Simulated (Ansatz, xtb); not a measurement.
Relative energy of two structures of AlBrH3OSn

Structure X: `[OH][Al]([Br])[SnH2]`, a doublet. Structure Y: a doublet given by its coordinates. Both are isolated molecules in the gas phase, relaxed with r2SCAN-D4/def2-SVP; the shapes shown needn't be the lowest conformers.

X (Å):

```
atom    x (Å)    y (Å)    z (Å)
  Al  -1.6359   0.6612   1.9015
  Br  -3.3574   1.5964   0.7847
   O  -2.0335  -0.1190   3.3566
  Sn   0.7960   1.0781   1.0547
   H  -1.4508  -0.5787   3.9667
   H   2.0190  -0.0235   1.5622
   H   1.0061   1.3293  -0.6319
```

Y (Å):

```yaml
atoms:
  - { symbol: Al, position_ang: [-0.8710, -2.1261, 1.2683] }
  - { symbol: Br, position_ang: [1.4081, -1.8651, 2.1139] }
  - { symbol: O, position_ang: [-1.8866, -0.8196, 1.6660] }
  - { symbol: Sn, position_ang: [1.5741, -1.5829, -0.6648] }
  - { symbol: H, position_ang: [-1.4000, -3.5925, 1.4808] }
  - { symbol: H, position_ang: [-1.7006, 0.1185, 1.7371] }
  - { symbol: H, position_ang: [-0.2832, -2.0124, -0.3767] }
```

Close contacts (Å): Al1–Br2 2.44, Al1–O3 1.70, Al1–Sn4 3.16, Br2–Sn4 2.80, Al1–H5 1.57, Al1–H7 1.75, O3–H6 0.96, Sn4–H7 1.93.

Problem. Estimate which is lower in electronic energy at CCSD(T)/def2-SVP + ΔMP2/def2-TZVPP, and by roughly how much.

Solution. The CCSD(T)/def2-SVP + ΔMP2/def2-TZVPP calculation puts structure Y lower, by 10.2 kcal/mol.

How the difference moves with the method:

```
                             level            geometry  E(Y) − E(X) (kcal/mol)  departure from the last row (kcal/mol)  job, with rough time for the two
                r2SCAN-D4/def2-SVP  r2SCAN-D4/def2-SVP                      −9.5                                    +0.6             optimisation, 3.7 min
                       HF/def2-SVP  r2SCAN-D4/def2-SVP                      −7.8                                    +2.4           part of the CCSD(T) run
                      MP2/def2-SVP  r2SCAN-D4/def2-SVP                      −7.9                                    +2.2           part of the CCSD(T) run
                  CCSD(T)/def2-SVP  r2SCAN-D4/def2-SVP                      −9.0                                    +1.2                      single point
CCSD(T)/def2-SVP + ΔMP2/def2-TZVPP  r2SCAN-D4/def2-SVP                     −10.2                                                       single point, 2 min
```

The levels shown agree on the order. The largest departure from CCSD(T)/def2-SVP + ΔMP2/def2-TZVPP is that of HF/def2-SVP, 2.4 kcal/mol. Levels run at GFN2-xTB geometries aren't shown. The last row adds to CCSD(T) the change of the MP2 difference between the two basis sets, here −1.2 kcal/mol.

With harmonic frequencies from r2SCAN-D4/def2-SVP (ideal gas, rigid rotor, one conformer each, 298.15 K, 1 atm): the zero-point term adds +1.0 kcal/mol; ΔH is −9.5 and ΔG −8.6 kcal/mol.

Open shells are spin-unrestricted. The correlated steps freeze 19 core orbitals; the filled d shell of Br and Sn is correlated, in a basis made for valence electrons. Atoms past krypton carry core potentials in the def2 sets and no spin–orbit term is included. Run with Ansatz 0.2.0; the last row on 2 threads of Arm Neoverse V2 on a shared host.
